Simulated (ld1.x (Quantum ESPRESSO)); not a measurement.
**Which change was made? (Ni, RRKJ)**

- Element: nickel (Ni)
- Generator: ld1.x (Quantum ESPRESSO) 7.5
- Type: norm-conserving RRKJ (Kleinman–Bylander form)
- Functional: PBE
- Relativity: scalar-relativistic
- Frozen core: [Ar]
- Valence charge: 10
- Reference configuration: 3d8 4s1 4p0 (charge +1)
- Partial waves: 4p (bound, empty): rc 1.90 bohr; 3d (bound): rc 1.25 bohr; 4s (bound): rc 1.50 bohr
- Local potential: the s channel
- Core correction: Bessel-smoothed model core inside 1.00 bohr

Cutoffs, loose and tight: the cutoffs (Ry, on a coarse ladder) from which the occupation-weighted sum of valence levels, in a spherical-Bessel basis at the reference potential, stays within 10 and 1 mRy of its value at 400 Ry. They do not see the model core or the augmentation charge, which bear on the density cutoff. Test errors are all-electron minus pseudo excitation energies from the reference, over the configurations 3d8 4s2 4p0; 3d8 4s0 4p0; 3d7 4s0 4p0; 3d7 4s2 4p0; 3d9 4s1 4p0; 3d9 4s0 4p0; 3d8 4s0 4p2; variants that change the core or the reference have their own tests.

The base gives: outcome: generated; cutoff, loose: 120 Ry; cutoff, tight: 180 Ry; bound ghosts: p; largest test error (meV): -492.

Q: After one change the result is: outcome: generated; cutoff, loose: 120 Ry; cutoff, tight: 180 Ry; bound ghosts: none; largest test error (meV): -485. Which change was it?
A. wave 4s (bound): rc 1.50 bohr becomes 4s (bound): rc 1.62 bohr
B. wave 4s (bound): rc 1.50 bohr becomes 4s (bound): rc 1.24 bohr
C. wave 4s (bound): rc 1.50 bohr becomes 4s (bound): rc 1.06 bohr

A: A. The others give: wave 4s (bound): rc 1.50 bohr becomes 4s (bound): rc 1.06 bohr → outcome: failed: run_pseudo: Errors in PS-KS equation | wave 4s (bound): rc 1.50 bohr becomes 4s (bound): rc 1.24 bohr → outcome: generated; cutoff, loose: 140 Ry; cutoff, tight: 200 Ry; bound ghosts: p, s (extra level of the local part); largest test error (meV): -491.
